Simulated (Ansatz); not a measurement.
Ansatz (a first-principles code) input (revPBE/def2-TZVPD):

Ansatz 0.2 input:
```yaml
crystal:
  periodic: [false, false, false]
  atoms:
    - {symbol: Cl, position_ang: [0.35339225, -1.91509034, 1.58270808]}
    - {symbol: Sn, position_ang: [0.00000000, -0.00000000, -0.00000000]}
    - {symbol: Cl, position_ang: [-0.37414718, 2.10841442, 1.30844353]}
    - {symbol: Cl, position_ang: [-2.00598994, -0.46059413, -1.43571563]}
    - {symbol: Cl, position_ang: [2.02674487, 0.26727005, -1.45543598]}
basis:
  gaussian:
    orbitals: def2-TZVPD
hamiltonian:
  xc: {name: revPBE}
total_charge: -1
magnetization: {spin_polarized: true, initial_magnetization: 1}
output: {forces: true}
```

Output:

```
Functional definition: revPBE
integrals: 0.27 GiB planned
1524 factors; their error is unknown
mean field: 1.67 GiB planned
mean field evaluation 1: about -55922.5294 eV, gradient 1.3e1 eV
mean field evaluation 2: about -55919.3356 eV, gradient 2.9e1 eV
mean field evaluation 4: about -55923.4924 eV, gradient 9.1e-1 eV
mean field evaluation 8: about -55923.4742 eV, gradient 6.5e-2 eV
mean field evaluation 16: about -55923.4743 eV, gradient 3.5e-5 eV
mean field -55923.47426136 eV, -2055.1497728125 hartree, gradient 3.5e-5 eV, S^2 0.750999; 0 other end points of the search recorded, 0 dependent functions left out
the calculation of the forces begins
reference -55923.47434013 eV, -2055.1497757074 hartree; 46, 45 occupied and 194, 195 virtual orbitals, 1524 factors
Total energy: -55923.47434013 eV, -2055.1497757074 hartree
Atom 0 at     0.353392    -1.915090     1.582708 Å, force     0.019792    -0.107257     0.088642 eV/Å
Atom 1 at     0.000000    -0.000000    -0.000000 Å, force     0.000000    -0.000000    -0.000001 eV/Å
Atom 2 at    -0.374147     2.108414     1.308444 Å, force    -0.020954     0.118084     0.073281 eV/Å
Atom 3 at    -2.005990    -0.460594    -1.435716 Å, force    -0.112347    -0.025796    -0.080408 eV/Å
Atom 4 at     2.026745     0.267270    -1.455436 Å, force     0.113510     0.014969    -0.081513 eV/Å
Dipole moment:    -0.000000     0.000000     0.000000 e Å
```
